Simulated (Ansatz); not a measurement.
```yaml
crystal:
  periodic: [false, false, false]
  atoms:
    - {symbol: C, position_ang: [-1.601684, -0.061862, 0.258432]}
    - {symbol: Si, position_ang: [0.037492, 0.150462, -0.580927]}
    - {symbol: C, position_ang: [1.374165, -0.869231, 0.200101]}
    - {symbol: F, position_ang: [-0.114533, -0.300468, -2.111899]}
    - {symbol: S, position_ang: [0.594048, 2.214173, -0.732429]}
    - {symbol: H, position_ang: [-1.555846, 0.289341, 1.292652]}
    - {symbol: H, position_ang: [-2.375540, 0.508666, -0.258646]}
    - {symbol: H, position_ang: [-1.894416, -1.115438, 0.271641]}
    - {symbol: H, position_ang: [1.549988, -0.553071, 1.231690]}
    - {symbol: H, position_ang: [2.310713, -0.762816, -0.350617]}
    - {symbol: H, position_ang: [1.094766, -1.926423, 0.213193]}
    - {symbol: H, position_ang: [0.657745, 2.371667, 0.600910]}
basis:
  gaussian: {orbitals: def2-SVPD}
hamiltonian: {xc: {name: revPBE0}, dispersion: d4}
output: {forces: true}
```

```sh
$ ansatz run in.yaml --threads 4 --pin off --events-out ev --progress --plain --max-ram 10444MiB
```

Output, abridged:

```
Functional definition: revPBE0
1491 factors; their error is unknown
mean field evaluation 1: about -23599.0231 eV, gradient 6.0e1 eV
mean field evaluation 2: about -23597.4447 eV, gradient 6.5e1 eV
mean field evaluation 4: about -23606.8147 eV, gradient 2.0e0 eV
mean field evaluation 8: about -23606.9702 eV, gradient 4.4e-2 eV
mean field -23606.97022868 eV, -867.5401545250 hartree, gradient 3.4e-5 eV, S^2 0.000000; 0 other end points of the search recorded, 0 dependent functions left out
reference -23606.97028455 eV, -867.5401565782 hartree; 29, 29 occupied and 141, 141 virtual orbitals, 1491 factors
Total energy: -23607.61166906 eV, -867.5637270239 hartree
Atom 0 at    -1.601684    -0.061862     0.258432 Å, force     0.042512     0.028879    -0.028988 eV/Å
Atom 1 at     0.037492     0.150462    -0.580927 Å, force     0.074359     0.189406     1.178317 eV/Å
Atom 2 at     1.374165    -0.869231     0.200101 Å, force    -0.023098     0.046676    -0.027644 eV/Å
Atom 3 at    -0.114533    -0.300468    -2.111899 Å, force    -0.128615    -0.377236    -1.351928 eV/Å
Atom 4 at     0.594048     2.214173    -0.732429 Å, force     0.058609     0.229457    -0.219711 eV/Å
Atom 5 at    -1.555846     0.289341     1.292652 Å, force     0.018773     0.081529     0.237473 eV/Å
Atom 6 at    -2.375540     0.508666    -0.258646 Å, force    -0.192694     0.137173    -0.119450 eV/Å
Atom 7 at    -1.894416    -1.115438     0.271641 Å, force    -0.061414    -0.246208     0.002186 eV/Å
Atom 8 at     1.549988    -0.553071     1.231690 Å, force     0.033680     0.077574     0.237184 eV/Å
Atom 9 at     2.310713    -0.762816    -0.350617 Å, force     0.231022     0.022216    -0.127742 eV/Å
Atom 10 at     1.094766    -1.926423     0.213193 Å, force    -0.071345    -0.243515     0.002412 eV/Å
Atom 11 at     0.657745     2.371667     0.600910 Å, force     0.018211     0.054049     0.217892 eV/Å
Dipole moment:    -0.047212    -0.211763     0.555936 e Å
```

Hardware: 4 threads of an Arm Neoverse V1 on a shared host. Wall time 2.9 s, peak host memory 0.47 GiB.
